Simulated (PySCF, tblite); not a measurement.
Species: C3H13NSi2.
Numbering: `[CH3:1][Si:2]([CH3:3])([NH2:4])[CH2:5][SiH3:6]` (hydrogens: H7, H8, H9 on C1; H10, H11, H12 on C3; H13, H14 on N4; H15, H16 on C5; H17, H18, H19 on Si6)

Geometry (GFN2-xTB, Å), atoms numbered from 1 in this order:
```xyz
19
C3H13NSi2 angstrom
C     -1.4329    0.2922   -1.1412
Si    -0.5472    0.2705    0.5530
C     -0.7954   -1.4271    1.3703
N     -1.1411    1.4318    1.6987
C      1.2968    0.6862    0.3046
Si     2.2719   -0.4974   -0.8068
H     -2.5045    0.1491   -1.0329
H     -1.0635   -0.4932   -1.7929
H     -1.2816    1.2378   -1.6546
H     -0.2466   -1.4964    2.3033
H     -0.4510   -2.2271    0.7238
H     -1.8416   -1.6129    1.5916
H     -2.0523    1.2911    2.1041
H     -1.0009    2.4121    1.5150
H      1.3761    1.6919   -0.1083
H      1.7767    0.7266    1.2817
H      1.7229   -0.4992   -2.1664
H      2.2312   -1.8602   -0.2700
H      3.6734   -0.0666   -0.8797
```

The calculation used CAM-B3LYP/def2-SVPD in PySCF (dipole) on a GFN2-xTB geometry, gas phase.

Take the most abundant isotopes and a rigid rotor. The values belong to one conformer with, in the numbering `[CH3:1][Si:2]([CH3:3])([NH2:4])[CH2:5][SiH3:6]`, C1–Si2–N4–H 71° and -67°, C1–Si2–C5–Si6 -60°.

Task: Give the principal moments of inertia and the rotational constants in MHz.

Result: Ia = 170.23, Ib = 403.14, Ic = 406.35 u·Å²; 505379 MHz·u·Å²/I gives A = 2969, B = 1254, C = 1244 MHz.

Task: Classify the top.

Result: A near-prolate asymmetric top. Ray's parameter κ = (2B − A − C)/(A − C) = -0.989; −1 is the prolate and +1 the oblate limit.

Task: Is it planar, by Δ = Ic − Ia − Ib?

Result: Not planar: Δ = Ic − Ia − Ib = -167.02 u·Å². For a rigid frame Δ = −2 Σ m c², so Σ m c² = 83.51 u·Å² lies off the ab plane: 26.59 from hydrogen and 56.92 from heavier atoms. The atom farthest from that plane is 2.41 Å away.

Task: Give the other two planar moments, Paa and Pbb, and the rms extents of the mass along the axes.

Result: Paa = Σ m a² = (Ib + Ic − Ia)/2 = 319.63 and Pbb = Σ m b² = (Ia + Ic − Ib)/2 = 86.72 u·Å². With the mass M = 119.06 u, the rms extents √(P/M) along a, b and c are 1.64, 0.85, 0.84 Å.

Task: Which types of transition are allowed, and where do some lines up to J = 3 fall?

Result: The dipole components are |μa| = 1.18 D, |μb| = 0.28 D, |μc| = 0.67 D. The squared components, which scale the intensities, stand as 1.00 : 0.06 : 0.32 (a : b : c). Some lines, for components of 0.1 D or more:

| type | branch | J(Ka,Kc) | MHz | lower level (cm⁻¹) |
| --- | --- | --- | --- | --- |
| c | Q | 2(1,2) ← 2(0,2) | 1705 | 0.250 |
| c | Q | 1(1,1) ← 1(0,1) | 1715 | 0.083 |
| b | Q | 2(1,1) ← 2(0,2) | 1735 | 0.250 |
| b | R | 2(0,2) ← 1(1,1) | 3279 | 0.141 |
| c | Q | 3(2,2) ← 3(1,2) | 5131 | 0.558 |
| b | R | 2(1,2) ← 1(0,1) | 6700 | 0.083 |
| a | R | 3(2,2) ← 2(2,1) | 7492 | 0.479 |
| b | Q | 3(3,0) ← 3(2,1) | 8600 | 0.729 |
| b | R | 3(1,3) ← 2(0,2) | 9182 | 0.250 |
| b | R | 2(2,0) ← 1(1,1) | 10160 | 0.141 |
| c | R | 3(2,1) ← 2(1,1) | 12638 | 0.308 |
| b | R | 3(2,1) ← 2(1,2) | 12667 | 0.307 |

Task: Estimate the classical rotational partition function at 50 K, 298.15 K and 500 K.

Result: Point group C1, symmetry number σ = 1; q = (√π/σ)·√((kT/h)³/(ABC)), k/h = 20836.6 MHz/K: 27700 at 50 K, 403000 at 298.15 K, 876000 at 500 K.

Its GFN2-xTB frequencies are all real (lowest 26 cm⁻¹). Zero-point vibration and centrifugal distortion are left out. A rigid rotor knows nothing of inversion at nitrogen or internal rotation, which can split or shift real lines. Quadrupole hyperfine structure (14N) is left out.

Time: 54 s of wall time; peak memory 1.0 GiB. Hardware: one thread, Arm Neoverse V1 (aarch64), shared host with 32 logical CPUs at a one-minute load of 19. This is the CAM-B3LYP/def2-SVPD job that gave the dipole, with the excitations it also computed.
